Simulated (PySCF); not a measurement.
Precursor series Ti Cl-F. Gas-phase values, no solvent.

Level of theory: TPSSh-D3(BJ)/def2-TZVP // TPSS-D3(BJ)/def2-SVP in PySCF. All candidates: neutral, multiplicity 1. 

```json
{
  "HOMO–LUMO gap": "7.67 eV",
  "LUMO": "-3.71 eV",
  "dipole_moment": "0.01 D"
}
```

Q: Which member has these values?
A. [Ti(Cl)(F)3]
B. [Ti(F)4]
C. [Ti(Cl)3(F)]
D. [Ti(Cl)2(F)2]

A: B, [Ti(F)4]. The others give [Ti(Cl)3(F)]: 4.69 eV, -4.25 eV, 0.18 D; [Ti(Cl)2(F)2]: 4.96 eV, -4.16 eV, 0.16 D; [Ti(Cl)(F)3]: 5.45 eV, -3.95 eV, 0.08 D
